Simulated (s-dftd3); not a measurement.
BiCl3, singlet, geometry from GFN2-xTB (such geometries of metal compounds can be far from the true shape); D3(op) for blyp (s-dftd3 1.4.0).

Input for s-dftd3:
```
$ s-dftd3 mol.xyz --op blyp --json dftd3.json --noedisp --grad

# file mol.xyz
4

Bi    -0.00428098    -0.00067467     0.50283800
Cl    -1.83162453    -0.99302219    -0.83533113
Cl     0.06534181     2.09049123    -0.81504384
Cl     1.78718399    -1.09417508    -0.80465760
```

Predict the main parts of the log of this s-dftd3 run.


```
-----------------------------------
 s i m p l e   D F T - D 3  v1.4.0
-----------------------------------

Optimized power damping: blyp-D3(op)
--------------------
   s6        1.0000
   s8        1.3187
   s9        0.0000
   a1        0.4250
   a1        3.5000
  alp       14.0000
 beta        2.0000
--------------------

Dispersion energy:      -9.6360809443138E-03 Eh

Gradient norm:           2.0065202369026E-03 Eh/a0
--------------------------------------------------
     #    Z           dE/dx      dE/dy      dE/dz
--------------------------------------------------
     1   83 Bi    1.006E-05  1.586E-06 -1.182E-03
     2   17 Cl   -7.503E-04 -4.044E-04  3.871E-04
     3   17 Cl    2.036E-05  8.483E-04  3.953E-04
     4   17 Cl    7.199E-04 -4.455E-04  3.995E-04
--------------------------------------------------

Virial:
--------------------------------------------------
      component           x          y          z
--------------------------------------------------
          x       5.031E-03 -9.117E-08  6.795E-05
          y      -9.117E-08  5.031E-03  1.071E-05
          z       6.795E-05  1.071E-05 -2.951E-03
--------------------------------------------------

[Info] JSON dump of results written to 'dftd3.json'
```
